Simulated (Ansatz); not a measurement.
`[F][AlH][SH]` + `F/C=C(/F)I` → `[F][Al]([F])[SH]` + `C=C(F)I` at 700 K and 1 bar (formal exchange of groups at the Al–H bond).

Calculated with Ansatz (gas phase, PBE0-D4/def2-TZVP geometries, no zero-point term in ΔE). CCSD(T)/CBS adds triple-zeta CCSD(T) − MP2 to the extrapolated MP2 energy (def2 sets, frozen cores). This one scheme is used for every species. def2 core potentials past Kr. For I outer-core shells are correlated without core-valence functions, which leaves a few kJ/mol of doubt a bond. Each species was taken in one conformer, which may not be the lowest.

```tsv
species	CCSD(T)/CBS energy (Eh)	H − E (kJ/mol)	S (J/(mol·K))
`[F][AlH][SH]`	-740.90186	96.9	360.5
`F/C=C(/F)I`	-573.66914	123.8	400.3
`[F][Al]([F])[SH]`	-840.18239	91.0	388.8
`C=C(F)I`	-474.49774	137.4	372.4
```

H − E and S are ideal-gas, rigid-rotor, harmonic terms from PBE0-D4/def2-TZVP, for one conformer and one mirror image of each species. 1 Eh = 2625.50 kJ/mol, R = 8.31446 J/(mol·K).

Question: By hand: ΔE, ΔH, ΔS and ΔG.

Answer: ΔE = (-840.18239) + (-474.49774) − (-740.90186) − (-573.66914) = -0.10913 Eh = -286.5 kJ/mol. Δ(H − E) = 91.0 + 137.4 − 96.9 − 123.8 = 7.7, so ΔH = -278.8 kJ/mol. ΔS = 388.8 + 372.4 − 360.5 − 400.3 = 0.4 J/(mol·K). ΔG = -278.8 − 700 × (0.4)/1000 = -279.1 kJ/mol.

Question: By hand: the equilibrium constant, and the temperature at which ΔG would vanish if ΔH and ΔS stayed fixed.

Answer: log₁₀ K = −ΔG/(RT ln 10) = 20.8. ΔH and −TΔS have one sign here, so there is no such temperature. One of them is within its doubt of zero, so this could turn.

The number of gas molecules stays the same, so ΔS is small and ΔH decides. A doubt of 5 kJ/mol in ΔE shifts log₁₀ K by 0.4 here. Other conformers and mirror images would add mixing entropy, several J/(mol·K) or more a flexible species. These are equilibria of isolated gas molecules and say nothing of rates. Largest T1 diagnostic: 0.012 (customary marks: 0.02 for closed shells, 0.045 for open ones).
